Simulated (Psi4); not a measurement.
H7FO2Si3 (SMILES F[SiH2]O[SiH2]O[SiH3]), singlet, at a GFN2-xTB geometry; Psi4 with MP2/6-311+G(2d,p).

Input for Psi4:
```
memory 2 GB

molecule mol {
0 1
  Si    2.314579   -0.708013   -0.255662
  O     1.501467    0.493014    0.477881
  Si    0.190797    1.317828    0.916347
  O    -1.162763    0.488176    0.571181
  Si   -2.048047   -0.551405   -0.270206
  F    -1.301220   -0.880645   -1.653495
  H     3.703365   -0.260274   -0.168605
  H     1.850582   -0.831418   -1.634064
  H     2.079218   -1.933396    0.508649
  H     0.205104    1.421851    2.366190
  H     0.158983    2.542357    0.131795
  H    -3.277295    0.130215   -0.627322
  H    -2.121217   -1.810777    0.445608
}

set basis 6-311+g(2d,p)
set reference rhf
set freeze_core true

energy('mp2')
print_variables()
```

Output, abridged:

```
    SCF Algorithm Type (re)set to DF.

   => Loading Basis Set <=

    Name: 6-311+G(2D,P)
    Role: ORBITAL
    Keyword: BASIS

         ---------------------------------------------------------
                                   SCF
               by Justin Turney, Rob Parrish, Andy Simmonett
                          and Daniel G. A. Smith
                              RHF Reference
         ---------------------------------------------------------

  ==> Geometry <==

    Molecular point group: c1
    Full point group: C1

    Geometry (in Angstrom), charge = 0, multiplicity = 1:

       Center              X                  Y                   Z               Mass
    ------------   -----------------  -----------------  -----------------  -----------------
         SI           2.341977195248    -0.706957100814    -0.236789114196    27.976926534650
         O            1.528865195248     0.494069899186     0.496753885804    15.994914619570
         SI           0.218195195248     1.318883899186     0.935219885804    27.976926534650
         O           -1.135364804752     0.489231899186     0.590053885804    15.994914619570
         SI          -2.020648804752    -0.550349100814    -0.251333114196    27.976926534650
         F           -1.273821804752    -0.879589100814    -1.634622114196    18.998403162730
         H            3.730763195248    -0.259218100814    -0.149732114196     1.007825032230
         H            1.877980195248    -0.830362100814    -1.615191114196     1.007825032230
         H            2.106616195248    -1.932340100814     0.527521885804     1.007825032230
         H            0.232502195248     1.422906899186     2.385062885804     1.007825032230
         H            0.186381195248     2.543412899186     0.150667885804     1.007825032230
         H           -3.249896804752     0.131270899186    -0.608449114196     1.007825032230
         H           -2.093818804752    -1.809721100814     0.464480885804     1.007825032230

  Running in c1 symmetry.

  Rotational constants: A =      0.08504  B =      0.03976  C =      0.02894 [cm^-1]
  Rotational constants: A =   2549.46858  B =   1191.90964  C =    867.59590 [MHz]
  Nuclear repulsion =  474.779243080258766

  Charge       = 0
  Multiplicity = 1
  Electrons    = 74
  Nalpha       = 37
  Nbeta        = 37

  ==> Algorithm <==

  SCF Algorithm Type is DF.
  DIIS enabled.
  MOM disabled.
  Fractional occupation disabled.
  Guess Type is SAD.
  Energy threshold   = 1.00e-08
  Density threshold  = 1.00e-08
  Integral threshold = 1.00e-12

  ==> Primary Basis <==

  Basis Set: 6-311+G(2D,P)
    Blend: 6-311+G(2D,P)
    Number of shells: 106
    Number of basis functions: 228
    Number of Cartesian functions: 240
    Spherical Harmonics?: true
    Max angular momentum: 2

   => Loading Basis Set <=

    Name: (6-311+G(2D,P) AUX)
    Role: JKFIT
    Keyword: DF_BASIS_SCF

  ==> Integral Setup <==

  SCF_SUBTYPE=INCORE selected. In-core MEM_DF algorithm will be used.
  Using in-core AOs.

  ==> MemDFJK: Density-Fitted J/K Matrices <==

    J tasked:                   Yes
    K tasked:                   Yes
    wK tasked:                   No
    Algorithm:                 Core
    Schwarz Cutoff:           1E-12
    Mask sparsity (%):      10.9995
    Fitting Condition:        1E-10

   => Auxiliary Basis Set <=

  Basis Set: (6-311+G(2D,P) AUX)
    Blend: HEAVY-AUG-CC-PVTZ-JKFIT
    Number of shells: 286
    Number of basis functions: 960
    Number of Cartesian functions: 1178
    Spherical Harmonics?: true
    Max angular momentum: 4

  Minimum eigenvalue in the overlap matrix is 3.8763548975E-04.
  Reciprocal condition number of the overlap matrix is 4.1651351220E-05.
    Using symmetric orthogonalization.

  ==> Pre-Iterations <==

  SCF Guess: Superposition of Atomic Densities via on-the-fly atomic UHF (no occupation information).

   -------------------------
    Irrep   Nso     Nmo
   -------------------------
     A        228     228
[...]

  ==> Post-Iterations <==

    Orbital Energies [Eh]
    ---------------------

    Doubly Occupied:

[...]
      37A     -0.445034

    Virtual:

[...]
    Final Occupation by Irrep:
              A
    DOCC [    37 ]
    NA   [    37 ]
    NB   [    37 ]

  @DF-RHF Final Energy: -1120.40941813560380

   => Energetics <=

    Nuclear Repulsion Energy =            474.7792430802587660
    One-Electron Energy =               -2501.0219161652371440
    Two-Electron Energy =                 905.8332549493744636
    Total Energy =                      -1120.4094181356040281

Computation Completed

Properties will be evaluated at   0.000000,   0.000000,   0.000000 [a0]

Properties computed using the SCF density matrix

 Multipole Moments:

 ------------------------------------------------------------------------------------
     Multipole            Electronic (a.u.)      Nuclear  (a.u.)        Total (a.u.)
 ------------------------------------------------------------------------------------

 L = 1.  Multiply by 2.5417464519 to convert [e a0] to [Debye]
 Dipole X            :         -4.0632015            3.8313525           -0.2318489
 Dipole Y            :         -0.1646300            0.1476812           -0.0169488
 Dipole Z            :         -2.2940570            2.6391755            0.3451186
 Magnitude           :                                                    0.4161106

 ------------------------------------------------------------------------------------

  //>>>>>>>>>>>>>>>>>>>>>>>>>>>>>>>>>>>//
  //               DFMP2               //
  //<<<<<<<<<<<<<<<<<<<<<<<<<<<<<<<<<<<//

   => Loading Basis Set <=

    Name: (6-311+G(2D,P) AUX)
    Role: RIFIT
    Keyword: DF_BASIS_MP2

	 --------------------------------------------------------
	                          DF-MP2
	      2nd-Order Density-Fitted Moller-Plesset Theory

	        Rob Parrish, Justin Turney, Andy Simmonett,
	           Ed Hohenstein, and C. David Sherrill
	 --------------------------------------------------------

   => Auxiliary Basis Set <=

  Basis Set: (6-311+G(2D,P) AUX)
    Blend: HEAVY-AUG-CC-PVTZ-RI
    Number of shells: 265
    Number of basis functions: 969
    Number of Cartesian functions: 1226
    Spherical Harmonics?: true
    Max angular momentum: 4

	 --------------------------------------------------------
	                 NBF =   228, NAUX =   969
	 --------------------------------------------------------
	   CLASS    FOCC     OCC    AOCC    AVIR     VIR    FVIR
	   PAIRS      18      37      19     191     191       0
	 --------------------------------------------------------

	-----------------------------------------------------------
	 ==================> DF-MP2 Energies <====================
	-----------------------------------------------------------
	 Reference Energy          =   -1120.4094181356038007 [Eh]
	 Singles Energy            =      -0.0000000000000000 [Eh]
	 Same-Spin Energy          =      -0.2321044843045444 [Eh]
	 Opposite-Spin Energy      =      -0.7385518765774987 [Eh]
	 Correlation Energy        =      -0.9706563608820430 [Eh]
	 Total Energy              =   -1121.3800744964858040 [Eh]
	-----------------------------------------------------------
	 ================> DF-SCS-MP2 Energies <==================
	-----------------------------------------------------------
	 SCS Same-Spin Scale       =       0.3333333333333333 [-]
	 SCS Opposite-Spin Scale   =       1.2000000000000000 [-]
	 SCS Same-Spin Energy      =      -0.0773681614348481 [Eh]
	 SCS Opposite-Spin Energy  =      -0.8862622518929983 [Eh]
	 SCS Correlation Energy    =      -0.9636304133278465 [Eh]
	 SCS Total Energy          =   -1121.3730485489315924 [Eh]
	-----------------------------------------------------------

  Variable Map:
  ----------------------------------------------------------------------------
[...]
  Array Variable Map:
  ----------------------------------------------------------------------------
[...]
[...]
```
